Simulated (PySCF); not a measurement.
A structure optimised at B3LYP-D3(BJ)/def2-SVP, used in a PySCF frequency run:

```
O
Si 1 1.7215
Si 1 1.7215 2 93.45
O 2 1.7215 1 86.55 3 0.00
```
Charge 0, spin multiplicity 1.

Question: Write its SMILES, formula and point group.

Answer: o1[si]2o[si]1=2, O2Si2, D2h

Question: What are its rotational constants (standard atomic weights)?

Answer: 11.340, 5.7274, 3.8055 GHz
